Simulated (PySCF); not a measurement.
C₅H₈S, SMILES C=CC1CSC1. Heavy atoms are numbered as in [CH2:1]=[CH:2][CH:3]1[CH2:4][S:5][CH2:6]1. Hydrogens are named by the atom that carries them.

Geometry optimised at B3LYP-D3(BJ)/def2-SVP. Other conformers were not sampled.

The numbers are results of PBE/def2-TZVP run with PySCF, not measurements.

ESP charges are fitted to the potential on shells at 1.4 to 2.0 van der Waals radii. Atomic charges (e), one atom of each kind:

| atom | Mulliken | Löwdin | ESP fit | meta-Löwdin |
|---|---|---|---|---|
| C1 (CH2) | -0.27 | ? | -0.51 | -0.26 |
| C2 (CH) | -0.15 | ? | -0.07 | -0.11 |
| C3 (CH) | 0.08 | -0.29 | -0.14 | -0.07 |
| C4 (CH2) | -0.20 | ? | -0.05 | -0.25 |
| S5 | -0.13 | 0.41 | -0.23 | -0.01 |
| H on C1 | 0.11 | 0.12 | 0.21 | 0.12 |
| H on C2 | 0.10 | 0.14 | 0.14 | 0.11 |
| H on C3 | 0.07 | ? | 0.13 | 0.12 |
| H on C4 | 0.11 | 0.12 | 0.09 | 0.12 |

Question: Complete the blanks. (Estimate from the structure and the level; the computed values follow.)

Answer: 
- C1 (CH2), Löwdin: -0.20
- C2 (CH), Löwdin: -0.19
- C4 (CH2), Löwdin: -0.38
- H on C3, Löwdin: 0.16

Computed Mayer and Wiberg (Löwdin basis) orders of the bonds:
```tsv
bond	Mayer	Wiberg
C1–C2	1.97	2.17
C2–C3	0.98	1.20
C3–C4	1.00	1.16
C4–S5	1.07	1.35
C3–C6	1.00	1.16
S5–C6	1.07	1.35
```
